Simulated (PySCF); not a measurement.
Record of a relaxation.

Species: CH7FSiSn.
Atom-mapped SMILES: `[F:1][SnH2:2][CH2:3][SiH3:4]` (hydrogens: H5, H6 on Sn2; H7, H8 on C3; H9, H10, H11 on Si4)

Method: PBE0-D3(BJ)/def2-SVP geometry optimisation, gas phase, def2 core potentials past Kr (PySCF); density fitting, grid level 1; the optimiser is geomeTRIC in internal coordinates, started from a GFN2-xTB structure with every atom displaced at random (about 0.01 Å). The frame can shift and turn from step to step; on so coarse a grid that alone can change the energy by a few meV, and forces under 0.02 eV/Å are noise.

Step 0: E = -17564.5287 eV, largest atomic force 1.564 eV/Å
```
atom  x, y, z in Å  |  force x, y, z in eV/Å
F1      1.921    1.757   -0.147   -0.106   0.407  -0.106
Sn2     1.705   -0.151    0.102    0.034   0.120  -0.243
C3     -0.298   -0.564   -0.651    1.077   0.716   0.880
Si4    -1.638    0.311    0.323   -0.332  -1.059  -0.281
H5      3.052   -0.723   -0.790   -0.132  -0.237  -0.113
H6      2.030   -0.265    1.764   -0.186  -0.230   0.272
H7     -0.263   -0.241   -1.681   -0.063   0.247  -0.705
H8     -0.396   -1.635   -0.637   -0.291  -0.911   0.053
H9     -1.634   -0.164    1.730    0.051   0.001   0.199
H10    -2.927   -0.103   -0.302   -0.212   0.096   0.058
H11    -1.514    1.752    0.274    0.161   0.849  -0.015
```

Step 1: E = -17564.6391 eV, largest atomic force 0.522 eV/Å
```
atom  x, y, z in Å  |  force x, y, z in eV/Å
F1      1.920    1.908   -0.158    0.031  -0.511   0.101
Sn2     1.739   -0.032    0.120    0.064   0.088   0.102
C3     -0.197   -0.530   -0.627   -0.223  -0.114  -0.219
Si4    -1.647    0.245    0.285    0.086   0.129   0.073
H5      2.954   -0.822   -0.817   -0.025   0.218   0.097
H6      1.863   -0.337    1.816    0.061   0.172  -0.195
H7     -0.199   -0.223   -1.688   -0.050  -0.036   0.051
H8     -0.288   -1.633   -0.605    0.068   0.114   0.002
H9     -1.610   -0.187    1.716   -0.015   0.000   0.023
H10    -2.971   -0.150   -0.286    0.024  -0.050  -0.055
H11    -1.529    1.734    0.231   -0.022  -0.008   0.021
```

Step 2: E = -17564.6660 eV, largest atomic force 0.310 eV/Å
```
atom  x, y, z in Å  |  force x, y, z in eV/Å
F1      1.926    1.853   -0.145    0.043   0.233  -0.025
Sn2     1.738   -0.057    0.123   -0.189  -0.242  -0.039
C3     -0.215   -0.538   -0.636    0.046  -0.036  -0.033
Si4    -1.648    0.251    0.288    0.032   0.041   0.045
H5      2.987   -0.772   -0.799    0.064  -0.001  -0.035
H6      1.898   -0.298    1.804    0.004   0.012   0.074
H7     -0.223   -0.230   -1.695   -0.001   0.002   0.014
H8     -0.306   -1.638   -0.616   -0.001   0.014   0.012
H9     -1.621   -0.187    1.719   -0.004   0.005  -0.003
H10    -2.965   -0.148   -0.298    0.008  -0.018  -0.020
H11    -1.533    1.739    0.241   -0.002  -0.010   0.009
```

Step 3: E = -17564.6688 eV, largest atomic force 0.041 eV/Å
```
atom  x, y, z in Å  |  force x, y, z in eV/Å
F1      1.920    1.858   -0.147    0.005   0.005   0.002
Sn2     1.730   -0.062    0.120    0.001   0.004  -0.013
C3     -0.216   -0.543   -0.639    0.016  -0.027  -0.026
Si4    -1.643    0.251    0.291   -0.013   0.016   0.020
H5      2.995   -0.763   -0.799    0.004   0.008   0.004
H6      1.889   -0.291    1.808   -0.007   0.003   0.005
H7     -0.226   -0.234   -1.697   -0.005   0.005   0.004
H8     -0.309   -1.642   -0.618   -0.011  -0.003   0.011
H9     -1.617   -0.188    1.721    0.003   0.001  -0.005
H10    -2.958   -0.149   -0.300    0.003  -0.005  -0.005
H11    -1.526    1.739    0.247    0.005  -0.006   0.004
```

Step 4: E = -17564.6691 eV, largest atomic force 0.024 eV/Å
```
atom  x, y, z in Å  |  force x, y, z in eV/Å
F1      1.917    1.860   -0.148   -0.002  -0.009   0.001
Sn2     1.728   -0.060    0.118    0.007   0.018  -0.003
C3     -0.217   -0.546   -0.642    0.014  -0.015  -0.013
Si4    -1.642    0.249    0.292   -0.008   0.004   0.005
H5      3.000   -0.756   -0.795    0.000   0.003   0.003
H6      1.882   -0.286    1.808   -0.006   0.000  -0.002
H7     -0.229   -0.237   -1.700   -0.005   0.002   0.001
H8     -0.311   -1.645   -0.618   -0.005   0.000   0.008
H9     -1.613   -0.191    1.722    0.001  -0.002   0.000
H10    -2.957   -0.150   -0.298    0.001  -0.001   0.000
H11    -1.522    1.737    0.249    0.002  -0.001   0.002
```

Problem. Summarise the path.

Solution. The energy falls by 3.24 kcal/mol from step 0 to step 4; nine tenths of that is first reached at step 2. It falls at every step. The largest force goes from 1.564 to 0.024 eV/Å. Among the bonds Si4–H11 changes most, from 1.447 to 1.493 Å; the atoms move by 0.074 Å rms after alignment.

The cost below is that of the whole optimisation. On Arm Neoverse V2, one thread, shared host with 96 logical CPUs at a one-minute load of 40, this took 23 s and 0.45 GiB of memory at its peak.
